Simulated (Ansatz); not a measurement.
C2H8B2O (`BCB(C)O`), relaxed with RKS PBE0-D4/def2-TZVP in Ansatz 0.2.0 from a PBE-D4/def2-SVP geometry. The force threshold is 0.005 eV/Å; the program also tests the step.

Total charge 0; spin multiplicity 1.

Start:

```xyz
13

B     0.933   -1.163   -1.051
C     0.653   -0.886    0.445
B    -0.036    0.571    0.417
C    -1.574    0.772    0.137
O     0.721    1.696    0.602
H     0.062   -1.610   -1.779
H     2.006   -0.869   -1.554
H     1.567   -0.846    1.072
H    -0.103   -1.576    0.871
H    -1.913    1.808    0.331
H    -2.204    0.067    0.718
H    -1.779    0.541   -0.933
H     1.667    1.496    0.725
```

How much energy does the relaxation release, and in how many steps? (Best estimate.)

Ansatz gave: 5.06 kJ/mol, in 36 steps, 5 of them rejected.

Which bonds change most? (An estimate is asked.)

The calculation gave: B1–H6 from 1.220 to 1.198 Å; B1–H7 from 1.221 to 1.200 Å; C4–H12 from 1.114 to 1.095 Å; C2–H9 from 1.109 to 1.092 Å.

Give the relaxed structure. (Best estimate.)

The calculation gave: 
```xyz
13

B     1.088   -1.109   -1.065
C     0.545   -0.925    0.363
B    -0.077    0.548    0.367
C    -1.616    0.798    0.235
O     0.737    1.632    0.479
H     0.402   -1.558   -1.938
H     2.191   -0.732   -1.352
H     1.340   -0.946    1.116
H    -0.250   -1.629    0.617
H    -1.868    1.854    0.127
H    -2.132    0.413    1.122
H    -2.031    0.244   -0.612
H     1.670    1.409    0.541
```
